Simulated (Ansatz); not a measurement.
Species: C2HClF2, charge 0, singlet. C2HClF2 ((E)-1-chloro-1,2-difluoroethene, SMILES F/C=C(\F)Cl).
B3LYP-D3(BJ)/def2-TZVP minimum from Ansatz (a quantum-chemistry and plane-wave program):
```xyz
6

F     -1.7584     1.0153    -1.0160
C     -0.9323    -0.0115    -0.7752
C      0.0596     0.1052     0.0945
F      0.2900     1.2275     0.7675
Cl     1.1524    -1.1669     0.4502
H     -1.1389    -0.9108    -1.3326
```

Quantity: atomisation energy (electronic, to ground-state atoms), in kJ/mol. Open shells are spin-unrestricted; no spin-orbit coupling. CBS(X,Y): correlation extrapolated as X^-3, Hartree-Fock from the larger set. A bracket is a step between two methods taken in the basis named. The functionals are non-relativistic, so their misses hold any scalar relativity. Double hybrids freeze cores in their MP2 part. '+ core + X2C': CCSD(T) terms for core correlation (cc-pwCVTZ, 1s frozen past Ne) and scalar relativity (cc-pVTZ-DK). Where a partner has so few electrons that a lower coupled-cluster level is exact, that level stands in.

CCSD(T)/CBS(cc-pV(T+d)Z,cc-pV(Q+d)Z) + [CCSDT(Q) - CCSD(T)]/cc-pV(D+d)Z + core + X2C (Ansatz) gives 2316.0 kJ/mol.

Task: What does PBE/def2-TZVPD (Ansatz) give here, and how do the other levels compare?

Result: PBE gives 2441.6 kJ/mol, 125.6 kJ/mol above it. Differences of the others: r2SCAN/def2-TZVPD (Ansatz) 20.9; B3LYP/def2-TZVPD (Ansatz) -31.5; PBE0/def2-TZVPD (Ansatz) 22.7; wB97M-V/def2-TZVPD (Ansatz) 7.3; B2PLYP/def2-TZVPD (Ansatz) -32.6; CCSD(T)/CBS(cc-pV(T+d)Z,cc-pV(Q+d)Z) + core + X2C (Ansatz) -3.9 kJ/mol. Nearer than PBE: r2SCAN/def2-TZVPD, B3LYP/def2-TZVPD, PBE0/def2-TZVPD, wB97M-V/def2-TZVPD, B2PLYP/def2-TZVPD, CCSD(T)/CBS(cc-pV(T+d)Z,cc-pV(Q+d)Z) + core + X2C.
